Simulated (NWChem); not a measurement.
LaF3; SMILES [F][La]([F])[F]

```xyz
4

La     0.0000     0.0000     0.1605
F     -0.3686     2.0462    -0.3389
F      1.9563    -0.7039    -0.3389
F     -1.5878    -1.3423    -0.3389
```
Atoms are numbered in this order, from 1.

Computed with NWChem. Medium grid unless said otherwise, to which SCAN and Minnesota functionals are sensitive. All runs use the structure optimised with PBE0/def2-SVP. def2 effective core potentials on La; no spin-orbit coupling. B3LYP is NWChem's, with the RPA form of VWN correlation. Total energies of different functionals are on different scales.

| level | energy (Ha) | highest occupied level (eV) | orbital gap (eV) | dipole (D) |
|---|---|---|---|---|
| B3LYP/def2-SVP | -331.1369 | -9.30 | 6.93 | 4.04 |
| B3PW91/def2-SVP | -331.0526 | -9.31 | 7.27 | 4.06 |
| M06-L/def2-SVP | -331.0895 | -8.06 | 5.77 | 4.10 |
| M06/def2-SVP | -331.0032 | ? | ? | 4.16 |
| r2SCAN0/def2-SVP | -330.9405 | -9.96 | 8.20 | 4.20 |

Some entries are withheld; supply them.


- M06/def2-SVP, highest occupied level (eV): -9.81
- M06/def2-SVP, orbital gap (eV): 7.18
